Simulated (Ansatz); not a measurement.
```xyz
18

B    -2.317   -0.217    0.112
N    -1.140    0.503    0.001
C     0.260    0.079   -0.017
C     0.371   -1.431    0.101
C     0.980    0.744    1.155
C     0.885    0.541   -1.332
H    -2.309   -1.407    0.217
H    -3.345    0.398    0.100
H    -1.219    1.507   -0.084
H    -0.136   -1.933   -0.725
H     1.425   -1.717    0.083
H    -0.066   -1.790    1.034
H     0.544    0.422    2.103
H     2.042    0.487    1.154
H     0.899    1.833    1.094
H     0.802    1.627   -1.442
H     0.380    0.074   -2.181
H     1.945    0.281   -1.372
```

Total charge 0; spin multiplicity 1.

Task: List the PBE/def2-TZVPP orbital energies in eV (the Gaussian-basis code of Ansatz). (An estimate is asked.)

Result: The calculation gave: Occupied: -380.64, -270.26, -268.78, -268.78, -268.64, -176.08, -22.68, -19.31, -17.16, -17.16, -14.17, -12.83, -11.90, -11.07, -10.71, -9.83, -9.76, -9.28, -8.91, -8.85, -8.40, -8.07, -7.24, -6.53. Lowest empty: -0.63, 0.00, 1.05, 1.39, 1.72, 1.77, 1.87, 2.23.
